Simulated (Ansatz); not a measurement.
Two structures of SiNH6SF, closed shell, reached by relaxing down either side of one saddle point (PBE0-D4/def2-TZVP). Energies are electronic, without zero-point energy. Program: Ansatz 0.2.0. Basis: def2-TZVPP and def2-QZVPP. Cores are frozen in the correlated methods. Extrapolation: Hartree–Fock as exp(−7.88 √X), correlation as X^−2.97. First:

Si1  (-1.046, 0.164, 0.158)
F2  (-0.112, -0.808, -0.726)
H3  (-2.283, 0.342, -0.632)
H4  (-0.259, 1.400, 0.351)
N5  (-1.457, -0.460, 1.677)
H6  (1.780, -0.075, -1.762)
S7  (2.777, 0.740, -2.143)
H8  (-2.170, -1.160, 1.795)
H9  (-0.821, -0.435, 2.457)
H10  (3.591, 0.291, -1.176)
(Å)

Second:

| atom | x (Å) | y (Å) | z (Å) |
| --- | --- | --- | --- |
| Si1 | -0.4167 | 0.9770 | 0.0829 |
| F2 | 0.1152 | -2.1846 | -1.2114 |
| H3 | -1.4683 | 1.2282 | -0.9280 |
| H4 | -0.1704 | 2.1555 | 0.9453 |
| N5 | -0.7930 | -0.3310 | 1.0990 |
| H6 | 0.6036 | -1.3872 | -1.3265 |
| S7 | 1.3059 | 0.6756 | -1.2129 |
| H8 | -0.8894 | -1.2590 | 0.7128 |
| H9 | -0.4664 | -0.3476 | 2.0506 |
| H10 | 2.1796 | 0.4731 | -0.2117 |

Which bonds change from the first to the second?

SiNH₄F ([NH2][SiH2][F]) + H₂S → SiNH₅S ([NH2][SiH2][SH]) + HF; bonds formed: Si1–S7, F2–H6; bonds broken: Si1–F2, H6–S7.

Give the saddle point's structure and its height above each. (An estimate is asked for; the value comes from the calculation.)

Computed: 42.23 kcal/mol above the first and 26.57 kcal/mol above the second (CCSD(T) at an estimated basis limit (MP2 extrapolated from triple and quadruple zeta, plus CCSD(T) − MP2 in triple zeta)).
```xyz
10
angstrom
Si -0.4827 0.4694 -0.1102
F -0.2724 -1.1890 -1.0625
H -1.5132 0.8174 -1.1141
H -0.2158 1.7699 0.5880
N -0.6776 -0.4896 1.2737
H 0.8237 -0.6793 -1.4448
S 1.5875 0.6252 -1.3229
H -0.8437 -1.4804 1.2523
H -0.7032 -0.0798 2.1904
H 2.2974 0.2362 -0.2499
```

The T1 diagnostic stays at or below 0.013. The start structure is not quite a true minimum (one mode of 30i cm⁻¹).

Labels in which every atom is bracketed show which atoms are joined, not bond orders.

For scale, one of the runs: CCSD(T)/def2-TZVPP, 230 basis functions, launched by `ansatz run in.yaml --threads 4 --pin off --events-out ev --progress --plain --max-ram 9574MiB`. Hardware: 4 CPU threads of an AMD EPYC 7R43, shared host. Wall time 64 s; peak host memory 3.8 GiB.
